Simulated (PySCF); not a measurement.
A GIAO shielding run with PySCF (density fitting, non-relativistic, gas phase) on `N#CCC1=C[C@@]2([SiH3])C=C[C@@H]12`, C8H9NSi:

```
$ OMP_NUM_THREADS=1 python probes_run.py task.json out

{"job": {"kind": "nmr", "xc": "PBE0", "basis": "pcSseg-1"}, "charge": 0, "multiplicity": 1}
N      3.646605     0.636085     1.537044
C      3.126603     0.205157     0.614922
C      2.438388    -0.333349    -0.533687
C      0.971181    -0.077504    -0.411928
C      0.061043     0.617916    -1.090647
C     -1.083573     0.216544    -0.186188
Si    -2.140868     1.542355     0.639722
C     -1.676517    -1.124805    -0.559805
C     -0.779816    -1.828459     0.123259
C     -0.013566    -0.618672     0.598101
H      2.833224     0.136151    -1.439013
H      2.630038    -1.411734    -0.572909
H      0.076110     1.213903    -1.983501
H     -3.053578     2.089109    -0.367094
H     -1.249348     2.583023     1.149649
H     -2.892200     0.914017     1.725953
H     -2.510157    -1.368438    -1.190847
H     -0.598084    -2.874965     0.285057
H      0.204710    -0.507082     1.654449
```

Hardware: 1 thread of an Arm Neoverse N1, shared host. The job also computes population analyses, field gradients, ring-centre shieldings.

Question: How large is the calculation?

Answer: 78 electrons, 222 basis functions and 1163 auxiliary functions.

Question: How long does it take, and how much memory does it need?

Answer: 110 s of wall time, with 15 SCF cycles and 5 response iterations; peak memory 1.1 GiB. Times on a shared host scatter by some tens of per cent.
